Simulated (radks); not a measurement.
Task: Neutral cadmium, 48 electrons, occupied as [Kr] 4d10 5s1 5p1 (not the ground configuration). All-electron calculation, Dirac Kohn-Sham, PBEsol, spin-unpolarised, spherical densities, finite nucleus; open shells fill j = l - 1/2 first; Fermi nuclear charge, rms radius 4.6087 fm. Program: a radial shooting solver on a logarithmic mesh with Libxc functionals. Some entries of the table are withheld. Estimate them.

orbital  occ.  eigenvalue (Ry)  <r> (bohr)
1s1/2       2        -1947.379     0.03041
2s1/2       2        -289.1648      0.1313
2p1/2       2        -269.2559      0.1112
2p3/2       4        -255.1221      0.1164
3s1/2       2        -53.98635      0.3583
3p1/2       2              (1)      0.3496
3p3/2       4              (2)      0.3606
3d3/2       4        -29.34231      0.3328
3d5/2       6        -28.82919      0.3363
4s1/2       2         -7.90526      0.8791
4p1/2       2              (3)      0.9391
4p3/2       4              (4)      0.9703
4d3/2       4         -1.02342       1.270
4d5/2       6         -0.97174       1.290
5s1/2       1         -0.50441       2.809
5p1/2       1              (5)       4.023
5p3/2       0              (6)       4.224

Result: 
(1) 3p1/2 eigenvalue (Ry): -46.00559
(2) 3p3/2 eigenvalue (Ry): -43.48148
(3) 4p1/2 eigenvalue (Ry): -5.34504
(4) 4p3/2 eigenvalue (Ry): -4.91530
(5) 5p1/2 eigenvalue (Ry): -0.15786
(6) 5p3/2 eigenvalue (Ry): -0.14178
